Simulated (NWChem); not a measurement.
System: CH$_{6}$OSi$_{2}$; SMILES O=C[SiH2][SiH3]

NWChem input:

```
start job
memory heap 200 mb stack 900 mb global 1100 mb
geometry units angstroms noautosym nocenter noautoz
  O      0.804258    -2.277905    -0.322893
  C      0.142702    -1.648001     0.461929
  Si    -0.909240    -0.113517    -0.081396
  Si     0.473382     1.784853     0.000308
  H      0.144689    -1.925423     1.554538
  H     -2.057144     0.054947     0.864534
  H     -1.411116    -0.345278    -1.467481
  H     -0.298495     3.002373    -0.394180
  H      1.626246     1.603848    -0.931732
  H      0.991681     1.967273     1.390787
end
basis spherical
  * library 6-31g*
end
dft
  xc hfexch
  iterations 150
  mulliken
end
task dft energy
esp
  recalculate
  probe 0.07
  range 0.3
  factor 1.0
  spacing 0.02
end
task esp
```

Structure relaxed at the PBE0/def2-SVP level.

Atomic charges in e: unrestrained fits to the electrostatic potential beside Mulliken populations; buried atoms are poorly determined by the fit.

Atoms are numbered as in the input.

Q: What results follow from this input? (Hartree-Fock/6-31G* (spherical d).) Quantities: ESP O1; Mulliken O1; ESP C2; Mulliken C2; ESP Si3; Mulliken Si3; ESP Si4; Mulliken Si4; relative RMS misfit of the potential (%).

A: The ESP O1 is -0.50. The Mulliken O1 is -0.46. The ESP C2 comes out as 0.43 and the Mulliken C2 is 0.05. The ESP Si3 is 0.28 and the Mulliken Si3 comes out as 0.48. The ESP Si4 comes out as 0.38 and the Mulliken Si4 is 0.39. The relative RMS misfit of the potential (%) comes out as 24.
